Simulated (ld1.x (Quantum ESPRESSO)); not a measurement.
**How hard is this lead TM potential?**

lead, norm-conserving Troullier–Martins (Kleinman–Bylander form), made with ld1.x (Quantum ESPRESSO) 7.5 (PBE, scalar-relativistic). Core [Xe] 4f14 5d10, reference 6s2 6p2. Waves: 6s (bound): rc 1.90 bohr; 6p (bound): rc 2.85 bohr. Local part: all-electron potential smoothed inside 2.30 bohr (lloc = -1). Core correction: a·sin(br)/r model core inside 1.50 bohr.

The pseudo-atom Hamiltonian at the reference potential is diagonalised in spherical Bessel functions j_l(qr) that vanish at 20 bohr, with q² up to the cutoff. All-electron valence levels (Ry): 6s -0.8849, 6p -0.2571.

Q: How do the lowest levels (Ry) of each channel move with the cutoff, and are there ghosts?

A:

```tsv
cutoff (Ry)	s #1	p #1	p #2	d #1	d #2	f #1	f #2	Σ f·Δε (mRy)
8	-0.8631	-0.2543	0.0216	0.0100	0.0778	0.1025	0.2209	49.0
10	-0.8743	-0.2561	0.0215	0.0040	0.0747	0.1025	0.2209	23.2
12	-0.8772	-0.2567	0.0215	0.0001	0.0731	0.1025	0.2209	16.1
15	-0.8774	-0.2568	0.0215	-0.0019	0.0723	0.1025	0.2209	15.6
18	-0.8790	-0.2569	0.0215	-0.0031	0.0718	0.1025	0.2209	12.3
21	-0.8811	-0.2570	0.0214	-0.0033	0.0717	0.1025	0.2209	7.8
25	-0.8830	-0.2570	0.0214	-0.0034	0.0717	0.1025	0.2209	3.8
30	-0.8843	-0.2571	0.0214	-0.0034	0.0717	0.1025	0.2209	1.2
35	-0.8845	-0.2571	0.0214	-0.0034	0.0717	0.1025	0.2209	0.9
40	-0.8845	-0.2571	0.0214	-0.0034	0.0717	0.1025	0.2209	0.7
45	-0.8847	-0.2571	0.0214	-0.0034	0.0717	0.1025	0.2209	0.5
400	-0.8849	-0.2571	0.0214	-0.0034	0.0717	0.1025	0.2209	0.0
```

Result: no extra level below or beside the all-electron valence levels (s, p, d, f tested); 10 mRy is reached at 21 Ry and 1 mRy at 35 Ry.

Its largest configuration-test error is -607 meV.
